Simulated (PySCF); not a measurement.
Work out the structure from these simulated measurements.

Formula: C9H7FO.

| Quantity | Value |
| --- | --- |
| 13C NMR | chemical shifts (computed TMS as zero) by class: 166.0 (1 C), 143.0 (1 C), 142.7 (1 C), 142.6 (1 C), 139.4 (1 C), 135.0 (1 C), 132.5 (1 C), 129.8 (1 C), 121.9 (1 C) ppm [GIAO PBE0/pcSseg-1] |
| 1H NMR | chemical shifts (computed TMS as zero) by class: 8.89 (1 H), 8.42 (1 H), 7.81 (1 H), 7.64 (1 H), 6.89 (1 H), 6.50 (1 H), 5.83 (1 H) ppm [GIAO PBE0/pcSseg-1] |
| NMR, other nuclei | isotropic shieldings of nuclei other than C and H, by class: -95 (1 O), 154 (1 F) ppm [GIAO PBE0/pcSseg-1] |
| Rotational structure | rotational constants A, B, C: 1.864, 0.799, 0.559 GHz [GFN2-xTB] |
| Dipole | 4.10 D [PBE0/pcSseg-1] |

Electronic properties: PySCF, gas phase, density fitting. Levels stand in brackets. The structure is a single GFN2-xTB conformer in the gas phase; no vibrational or solvent corrections. NMR classes are plain means over equivalent atoms (diastereotopic ones count apart unless rotation or inversion swaps them), as if these changed places fast.

Question: Give a SMILES that accounts for the data.

Answer: Numbering: `[CH2:1]=[CH:2][c:3]1[cH:4][cH:5][cH:6][c:7]([C:8](=[O:9])[F:10])[cH:11]1`. Its formula, C9H7FO, gives 6 degrees of unsaturation: 1 ring and 5 π bonds in the structure found (Kekulé form). 9 carbons fall into 9 classes; from least to most shielded: acyl halide carbon [C8] (166.0 ppm), alkene CH carbon [C2] (143.0 ppm), aromatic CH carbon [C4] (142.7 ppm), substituted aromatic carbon [C3] (142.6 ppm), aromatic CH carbon [C6] (139.4 ppm), aromatic CH carbon [C5] (135.0 ppm), aromatic CH carbon [C11] (132.5 ppm), substituted aromatic carbon [C7] (129.8 ppm), terminal =CH2 carbon [C1] (121.9 ppm). Hydrogen classes from least to most shielded: 1 H on an aromatic CH carbon, C11 (8.89 ppm), 1 H on an aromatic CH carbon, C6 (8.42 ppm), 1 H on an aromatic CH carbon, C5 (7.81 ppm), 1 H on an aromatic CH carbon, C4 (7.64 ppm), 1 H on an alkene CH carbon, C2 (6.89 ppm), 1 H on a terminal =CH2 carbon, C1 (6.50 ppm), 1 H on a terminal =CH2 carbon, C1 (5.83 ppm). The other shieldings belong to: -95 ppm, carbonyl oxygen [O9]; 154 ppm, acyl fluorine [F10]. The optimised geometry has point group Cs and is an asymmetric top. Structure: `C=Cc1cccc(C(=O)F)c1`. Computed isomers that give other values at the same levels: `C=Cc1ccccc1C(=O)F` (13C chemical shifts (computed TMS as zero) by class: 164.7 (1 C), 147.8 (1 C), 141.9 (1 C), 141.0 (1 C), 139.6 (1 C), 133.2 (1 C), 129.1 (1 C), 125.6 (1 C), 123.2 (1 C) ppm); `C=Cc1ccc(F)c(=O)cc1` (13C chemical shifts (computed TMS as zero) by class: 179.7 (1 C), 177.8 (1 C), 150.7 (1 C), 148.0 (1 C), 147.2 (1 C), 138.0 (1 C), 136.9 (1 C), 124.3 (1 C), 123.9 (1 C) ppm). The assignments are read from this structure; whether some other isomer fits the data as well wasn't checked.

Conformer computed: `[CH2:1]=[CH:2][c:3]1[cH:4][cH:5][cH:6][c:7]([C:8](=[O:9])[F:10])[cH:11]1`: C1–C2–C3–C4 180°, C6–C7–C8–O9 0°.
